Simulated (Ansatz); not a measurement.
```yaml
crystal:
  periodic: [false, false, false]
  atoms:
    - {symbol: C, position_ang: [-1.932996, 0.413385, 0.264469]}
    - {symbol: Ga, position_ang: [-0.187510, -0.219365, -0.384964]}
    - {symbol: C, position_ang: [0.839869, -1.811059, 0.144015]}
    - {symbol: Cl, position_ang: [0.267016, 0.458367, -2.438140]}
    - {symbol: Se, position_ang: [1.425581, 1.726597, 0.806400]}
    - {symbol: H, position_ang: [-1.999746, 0.364628, 1.353502]}
    - {symbol: H, position_ang: [-2.121208, 1.438376, -0.058920]}
    - {symbol: H, position_ang: [-2.724986, -0.215930, -0.149564]}
    - {symbol: H, position_ang: [1.863307, -1.757003, -0.230505]}
    - {symbol: H, position_ang: [0.375963, -2.702619, -0.285667]}
    - {symbol: H, position_ang: [0.862760, -1.933789, 1.229019]}
    - {symbol: H, position_ang: [2.494485, 1.448595, -0.160596]}
    - {symbol: H, position_ang: [0.858067, 2.755016, -0.074048]}
basis:
  gaussian: {orbitals: cc-pVTZ}
total_charge: 1
magnetization: {spin_polarized: true, initial_magnetization: 1}
hamiltonian: {xc: {name: M06-2X}, pseudopotentials: {relativity: scalar}}
accuracy: high
output: {forces: true}
```

```sh
$ ansatz run in.yaml --threads 4 --pin off --events-out ev --progress --plain --max-ram 11315MiB
```

(1) How does Ansatz answer? (An estimate is asked.)

Answers

(1) The calculation gave: The program refused the input.
```
Error: YAML parse error: error: line 21 column 19: hamiltonian.xc: no functional is named "M06-2X"; the names, which are not case-sensitive, are SVWN5, SPW92, PBE, PBE0, PBEsol, revPBE, revPBE0, RPBE, rPW86-PBE, HSE06, wPBEh, LC-wPBE, HISS, HF, BLYP, B3LYP, B3LYP5, BHLYP, CAM-B3LYP, r2SCAN, r2SCANh, r2SCAN0, r2SCAN50, m-r2SCAN, B97, wB97, wB97X, wB97X-V, B97M-V, wB97M-V, B2PLYP, B2GP-PLYP, PBE0-DH, PBE-QIDH
19 | total_charge: 1
20 | magnetization: {spin_polarized: true, initial_magnetization: 1}
21 | hamiltonian: {xc: {name: M06-2X}, pseudopotentials: {relativity: scalar}}
22 | accuracy: high
23 | output: {forces: true}
```

HSE06 is defined as in plane-wave codes.
